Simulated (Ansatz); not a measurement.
A nudged elastic band was laid between two geometries of CH6OSn (9 atoms, charge 0, multiplicity 1).

Method: Ansatz, RKS PBE/def2-mTZVP.

```
movable images  : 5
climbing image  : yes
spring          : 5.0 eV/Å²
optimiser       : quadratic models (default)
start path      : through a guess of the saddle point
force threshold : 0.03 eV/Å
iteration limit : 60
end points      : relaxed
```

First end point:

```xyz
9
Properties=species:S:1:pos:R:3
C -0.670 1.114 -0.518
Sn 0.409 -0.733 -0.206
O 0.229 -1.259 1.735
H -1.689 1.014 -0.124
H -0.723 1.351 -1.589
H -0.167 1.940 0.002
H 2.097 -0.574 -0.577
H -0.307 -2.072 -1.024
H 0.910 -0.826 2.284
```

Last end point:

```xyz
9
Properties=species:S:1:pos:R:3
C -0.654 1.123 -0.514
Sn 0.517 -0.668 -0.201
O 0.870 -0.872 1.778
H -1.663 0.993 -0.103
H -0.734 1.343 -1.587
H -0.171 1.969 -0.011
H 2.111 -0.549 -0.848
H -0.305 -2.090 -0.761
H 0.118 -1.296 2.230
```

Q: What changes between the two ends?

A: No bond is made or broken. The dihedral C1–Sn2–O3–H9 goes from -86 to 83°. The two ends are copies of one structure, up to a mirror image or an exchange of like atoms.

Q: Give the energies along the band, and the barrier.

A: The forces met the threshold. The highest image is number 3 of 0 to 6, 0.018 eV above the ends, which have the same energy within 2 meV. A vibrational analysis at the climbing image gives one clearly imaginary mode, 89i cm⁻¹: a first-order saddle point.

| image | path coordinate (Å) | energy (eV) | dihedral C1–Sn2–O3–H9 (°) |
| --- | --- | --- | --- |
| 0 | 0.00 | 0.000 | -86 |
| 1 | 0.34 | 0.003 | -59 |
| 2 | 0.67 | 0.011 | -31 |
| 3 | 1.01 | 0.018 | 0 |
| 4 | 1.34 | 0.011 | 31 |
| 5 | 1.66 | 0.003 | 58 |
| 6 | 1.98 | 0.000 | 83 |

Q: What is the geometry of the highest image?

A: 
```xyz
9
Properties=species:S:1:pos:R:3
C -0.620 1.079 -0.440
Sn 0.496 -0.765 -0.261
O 0.646 -1.249 1.695
H -1.616 0.962 0.005
H -0.739 1.348 -1.498
H -0.094 1.898 0.069
H 2.124 -0.633 -0.829
H -0.306 -2.101 -1.011
H 0.198 -0.585 2.252
```

Run time: 50 s on 2 threads of Arm Neoverse V1, with other jobs on the host, peak memory 0.17 GiB.
